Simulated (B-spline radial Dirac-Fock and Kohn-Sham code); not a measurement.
# Kohn-Sham estimates against Dirac-Fock for the levels of Sn⁶⁺

System: tin as Sn⁶⁺, configuration [Kr] 4d8.

The density-functional columns are spherical, spin-unpolarised Dirac-Kohn-Sham results without Breit or QED terms: −ε is minus the orbital energy of the initial state and ΔSCF the difference of two total energies. The reference in the last column comes from multi-electron Dirac-Fock with separately optimised hole states, Breit and Lamb-shift corrections added in first order. All numbers are from a B-spline atomic structure program, in eV; a selection of levels is shown. The Kohn-Sham columns are given as differences from the reference. For the 1s level of heavy atoms much of the gap between ΔSCF and the reference is the Breit and QED part, -96.0 eV here; for other levels the error of the functional can be larger.

| level | PBE −ε − DF | PBE ΔSCF − DF | LDA −ε − DF | LDA ΔSCF − DF | Dirac-Fock |
| --- | --- | --- | --- | --- | --- |
| K | -219.2 | +121.7 | -253.2 | +86.8 | 29301.1 |
| L1 | -109.0 | -46.1 | -113.1 | -49.9 | 4573.2 |
| L2 | -83.2 | -5.4 | -84.6 | -6.8 | 4259.0 |
| L3 | -86.3 | -13.0 | -87.4 | -14.0 | 4031.5 |
| M1 | -55.8 | -32.1 | -57.0 | -33.3 | 987.6 |
| M2 | -45.2 | -20.9 | -45.5 | -21.2 | 859.9 |
| M3 | -44.8 | -21.2 | -45.1 | -21.4 | 817.3 |
| N1 | -22.7 | -10.6 | -22.8 | -10.8 | 240.5 |
| N2 | -17.0 | -5.4 | -17.0 | -5.3 | 195.4 |
| N3 | -17.0 | -5.6 | -17.0 | -5.6 | 187.4 |
| N4,5 | -9.0 | +1.4 | -8.8 | +1.6 | 115.5 |

Values without a named source are computed, but for edge energies of neutral atoms, which are taken from tables.
